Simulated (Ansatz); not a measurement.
`N[Si@H](Cl)[Si@@H](N)F` + `B[C@@H](F)[C@H](O)F` → `N[Si@@H](Cl)[C@H](O)F` + `B[C@@H](F)[Si@@H](N)F`  (redistribution)

Computed with Ansatz on PBE0-D4/def2-TZVP structures; ΔE is electronic, products minus reactants. CCSD(T)/CBS is the MP2 limit (def2-TZVPP, def2-QZVPP) plus CCSD(T) − MP2 in def2-TZVPP, frozen cores. Functionals use def2-TZVPP. Each species was taken in one conformer, which may not be the lowest.

`N[Si@H](Cl)[Si@@H](N)F`:

```xyz
12

N    -0.151    1.862    0.721
Si    0.667    0.418    1.091
F     0.539   -0.062    2.620
Si   -0.324   -1.207   -0.269
N     0.239   -1.011   -1.866
Cl   -2.376   -0.870   -0.029
H    -1.155    1.870    0.633
H     0.214    2.767    0.967
H     2.114    0.655    0.867
H    -0.123   -2.626    0.105
H     0.306   -0.090   -2.269
H     0.050   -1.707   -2.570
```

`B[C@@H](F)[C@H](O)F`:

Z-matrix (Å, degrees):
```
C
F 1 1.389
C 1 1.517 2 107.7
B 1 1.562 2 114.0 3 127.6
H 1 1.103 2 107.6 3 -114.2
O 3 1.370 1 108.8 2 -163.6
F 3 1.389 1 108.9 2 76.5
H 3 1.097 1 110.4 2 -38.7
H 4 1.191 1 118.4 2 -174.9
H 4 1.192 1 120.1 2 8.3
H 6 0.961 3 109.1 1 173.5
```

`N[Si@@H](Cl)[C@H](O)F`:

Z-matrix (Å, degrees):
```
Si
Cl 1 2.071
C 1 1.909 2 104.7
N 1 1.690 2 115.7 3 117.4
H 1 1.477 2 105.9 3 -120.0
O 3 1.374 1 109.4 2 -158.7
F 3 1.404 1 107.1 2 82.2
H 3 1.097 1 112.9 2 -32.7
H 4 1.007 1 120.0 2 -75.9
H 4 1.006 1 122.3 2 76.7
H 6 0.963 3 109.6 1 171.0
```

`B[C@@H](F)[Si@@H](N)F`:

```xyz
12

B    -1.253    1.196   -1.094
C    -0.904   -0.130   -0.419
F    -0.641   -1.213   -1.271
Si    0.635    0.147    0.676
N     1.335   -1.374    0.877
F     1.575    1.219   -0.064
H    -1.166    1.353   -2.272
H    -1.570    2.101   -0.377
H    -1.674   -0.443    0.302
H     0.298    0.760    1.978
H     1.284   -2.057    0.138
H     2.081   -1.558    1.527
```

CCSD(T)/CBS gives -2.8 kcal/mol.

**Question.** Another level gave -2.3 kcal/mol. Which?
A. B2PLYP/def2-TZVPP
B. CCSD(T)/def2-TZVPP
C. ωB97M-V/def2-TZVPP
D. HF/def2-TZVPP

**Answer.** B. CCSD(T)/def2-TZVPP -2.3, B2PLYP -3.5, ωB97M-V -4.7, HF/def2-TZVPP -0.6 kcal/mol.

Largest T1 diagnostic among the species: 0.012.

From PBE to PBE0 (25 % exact exchange), in def2-TZVPP and without D4, ΔE moves by +0.9 kcal/mol. In def2-TZVPP, CCSD(T) changes the Hartree–Fock value by −1.7 kcal/mol (the triples alone add −0.2 kcal/mol) and MP2 by −2.7 kcal/mol.
